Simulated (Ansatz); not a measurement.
Start from `[CH3][SnH2][N]=C=O` and change one atom or group to get `O=C=NBF`.

Ansatz, PBE0-D4/def2-TZVP geometries, multiplicity 1. Each molecule was computed in one conformer, which needn't be the lowest.

Elements past krypton have def2 core potentials.

```
                             property  `[CH3][SnH2][N]=C=O`
LUMO energy (ωB97M-V/def2-TZVPP) / eV                  1.03
  LUMO energy (B3LYP/def2-TZVPP) / eV                 -0.62
   HOMO energy (PBE0/def2-TZVPP) / eV                 -8.02
  HOMO energy (B3LYP/def2-TZVPP) / eV                 -7.78
 HOMO–LUMO gap (PBE0/def2-TZVPP) / eV                  7.64
  HOMO–LUMO gap (PBE/def2-TZVPP) / eV                  5.51
```

(1) What does the change do to each property? (An estimate is asked.)

Results:

(1) Computed: 
| property | `O=C=NBF` | shift |
| --- | --- | --- |
| LUMO energy (ωB97M-V/def2-TZVPP) / eV | 0.82 | -0.21 |
| LUMO energy (B3LYP/def2-TZVPP) / eV | -1.52 | -0.90 |
| HOMO energy (PBE0/def2-TZVPP) / eV | -9.26 | -1.24 |
| HOMO energy (B3LYP/def2-TZVPP) / eV | -9.03 | -1.25 |
| HOMO–LUMO gap (PBE0/def2-TZVPP) / eV | 7.99 | 0.35 |
| HOMO–LUMO gap (PBE/def2-TZVPP) / eV | 5.57 | 0.06 |

With PBE0 the HOMO falls by 1.24 eV and the LUMO falls by 0.89 eV, so the gap widens by about 0.35 eV. PBE moves the HOMO by -1.17 eV and ωB97M-V by -1.27 eV.

B3LYP here is the variant with VWN-RPA as its local correlation; programs differ in this.
